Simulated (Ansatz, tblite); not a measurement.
Forces on `c1csc(-c2cnc(-c3cnc(-c4cnc(-c5cnc(-c6cnc(-c7cncs7)s6)s5)s4)s3)s2)n1` at its PBE-D4/def2-SVP geometry. Total charge 0; singlet.

The xTB rows come from tblite. Single mean-field runs in def2-SVP are fitted with def2-universal-jkfit.

GFN1-xTB (tblite), largest force 1.17 eV/Å:

```xyz
44
positions Å, forces eV/Å
C    -6.031    3.977    8.906   -0.105    0.165    0.667
C    -5.540    4.026   10.198   -0.158   -0.078   -0.746
S    -3.926    3.409   10.241   -0.346   -0.010   -0.785
C    -4.027    3.125    8.495   -0.118    0.080    0.188
C    -2.925    2.562    7.754    0.384   -0.153   -0.027
C    -1.660    2.151    8.180   -0.469    0.248    0.357
N    -0.832    1.656    7.230   -0.914    0.260   -0.506
C    -1.416    1.661    6.039   -0.026   -0.002   -0.060
C    -0.765    1.188    4.843    0.434   -0.171   -0.017
C     0.530    0.669    4.749   -0.335    0.193    0.342
N     0.934    0.284    3.516   -0.905    0.348   -0.016
C    -0.010    0.483    2.608   -0.183    0.097    0.141
C     0.134    0.170    1.212   -0.097   -0.022   -0.324
C    -0.756    0.319    0.145   -0.060    0.117    0.511
N    -0.311   -0.077   -1.071    0.817   -0.173    0.780
C     0.930   -0.544   -0.998    0.036    0.003    0.091
C     1.670   -1.039   -2.127    0.324   -0.157   -0.168
C     2.968   -1.555   -2.201   -0.280    0.201    0.504
N     3.395   -1.946   -3.422   -1.007    0.365   -0.137
C     2.457   -1.752   -4.342   -0.044    0.010   -0.035
C     2.645   -2.080   -5.733    0.421   -0.200   -0.202
C     3.795   -2.632   -6.307   -0.180    0.166    0.526
N     3.752   -2.861   -7.640   -0.797    0.355    0.249
C     2.587   -2.505   -8.157   -0.136    0.080    0.149
C     2.259   -2.635   -9.557    0.355   -0.209   -0.393
C     3.087   -3.142  -10.561   -0.003    0.106    0.569
N     2.555   -3.167  -11.816   -0.849    0.453    0.671
C     1.334   -2.693  -11.818    0.079    0.007    0.196
S     0.731   -2.170  -10.257    0.696   -0.371   -0.540
S     1.445   -1.844   -6.975    0.790   -0.356   -0.269
S     0.957   -1.056   -3.722    0.937   -0.361    0.012
S     1.630   -0.517    0.625   -0.691    0.142   -0.681
S    -1.502    1.182    3.261    0.807   -0.292    0.111
S    -3.064    2.297    6.035    0.883   -0.277    0.346
N    -5.183    3.474    7.961    0.523   -0.025    0.955
H    -7.038    4.312    8.614    0.607   -0.217    0.097
H    -6.031    4.384   11.110    0.252   -0.211   -0.614
H    -1.319    2.214    9.225   -0.151   -0.057   -0.622
H     1.190    0.574    5.623   -0.274    0.003   -0.562
H    -1.771    0.732    0.250    0.593   -0.250   -0.111
H     3.633   -1.653   -1.329   -0.354    0.037   -0.542
H     4.691   -2.870   -5.715   -0.433    0.088   -0.434
H     4.106   -3.502  -10.365   -0.553    0.172   -0.232
H     0.694   -2.608  -12.708    0.530   -0.102    0.563
```

GFN2-xTB (tblite), largest force 1.60 eV/Å:

```
C 0.245 -0.063 0.164
C -0.333 0.026 -0.548
S -0.273 0.052 -0.298
C -0.551 0.105 -0.578
C 0.161 -0.030 0.174
C -0.021 -0.007 -0.081
N -1.350 0.447 -0.403
C 0.625 -0.170 0.391
C 0.367 -0.092 0.272
C -0.021 -0.030 -0.207
N -1.347 0.551 0.156
C 0.596 -0.181 0.266
C -0.196 0.063 -0.071
C 0.089 -0.052 -0.094
N 0.966 -0.147 1.235
C -0.598 0.162 -0.381
C 0.196 -0.062 0.075
C -0.020 -0.008 -0.086
N -1.363 0.552 0.132
C 0.686 -0.241 0.135
C 0.422 -0.143 0.111
C -0.083 0.003 -0.156
N -1.081 0.538 0.641
C 0.607 -0.242 -0.035
C 0.480 -0.191 -0.033
C -0.133 0.031 -0.108
N -1.007 0.591 1.091
C 0.681 -0.283 -0.108
S 0.400 -0.220 -0.343
S 0.404 -0.159 -0.015
S 0.425 -0.138 0.141
S -0.350 0.093 -0.234
S 0.358 -0.117 0.118
S 0.342 -0.083 0.265
N 0.578 0.045 1.451
H 0.795 -0.284 0.128
H 0.381 -0.280 -0.717
H -0.193 -0.073 -0.796
H -0.413 0.024 -0.736
H 0.755 -0.319 -0.144
H -0.457 0.050 -0.692
H -0.619 0.140 -0.546
H -0.758 0.247 -0.258
H 0.608 -0.103 0.721
```

r2SCAN-D4/def2-SVP (Ansatz), largest force 0.43 eV/Å:

```
C 0.073 -0.010 0.091
C -0.065 -0.001 -0.132
S -0.179 0.025 -0.250
C -0.210 0.078 -0.011
C 0.133 -0.057 -0.030
C -0.074 0.019 -0.052
N -0.329 0.098 -0.156
C 0.014 0.029 0.188
C 0.150 -0.064 -0.034
C -0.073 0.025 -0.022
N -0.358 0.138 -0.004
C 0.084 0.000 0.175
C -0.021 -0.013 -0.118
C 0.077 -0.023 0.037
N 0.269 -0.055 0.269
C -0.161 0.074 0.063
C 0.092 -0.049 -0.072
C -0.073 0.024 -0.026
N -0.348 0.132 -0.013
C 0.071 0.005 0.176
C 0.119 -0.063 -0.090
C -0.063 0.025 0.008
N -0.324 0.150 0.130
C 0.130 -0.022 0.156
C 0.057 -0.046 -0.138
C -0.054 0.027 0.036
N -0.283 0.160 0.276
C 0.146 -0.048 0.040
S 0.262 -0.131 -0.150
S 0.268 -0.111 -0.036
S 0.285 -0.093 0.093
S -0.263 0.074 -0.150
S 0.259 -0.088 0.069
S 0.236 -0.055 0.195
N 0.190 -0.008 0.355
H 0.259 -0.089 0.060
H 0.088 -0.070 -0.194
H -0.063 -0.020 -0.236
H -0.138 0.012 -0.223
H 0.229 -0.096 -0.040
H -0.136 0.015 -0.204
H -0.196 0.047 -0.158
H -0.233 0.078 -0.071
H 0.154 -0.025 0.191
```
